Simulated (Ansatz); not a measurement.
Cs4F3. The state is a doublet with charge 0. Geometry PBE-D4/def2-SVP, basis def2-TZVP, Ansatz.

```xyz
7

Cs   -0.891    2.197   -0.736
Cs    0.751    2.736    3.604
Cs    1.103   -1.492    1.652
Cs   -0.630   -2.220   -2.903
F    -1.144    0.325   -2.532
F     0.486   -2.689   -0.576
F     0.324    1.143    1.491
```

| run | HOMO (eV) | LUMO (eV) |
| --- | --- | --- |
| A | -3.00 | 0.15 |
| B | -1.70 | -1.38 |
| C | -2.14 | -0.87 |
| D | -1.84 | -1.37 |

In the def2 sets Cs takes a core potential; there is no spin–orbit coupling. Another isomer (doublet) lies 0.50 eV lower at PBE0-D4/def2-TZVP; other spin states weren't run for this one.

HOMO and LUMO are taken over both spins.

Question: The runs used BLYP, PBE, PBE0, ωB97X-V. Estimate which is which.

Answer: A ωB97X-V (range-separated); B BLYP (0 % exact exchange); C PBE0 (25 % exact exchange); D PBE (0 % exact exchange). Exact exchange lowers occupied and raises empty levels; among semilocal functionals meta-GGAs tend to open the gap a little, and such runs are hard to tell apart. The gap grows from 0.32 eV (BLYP) to 3.16 eV (ωB97X-V).
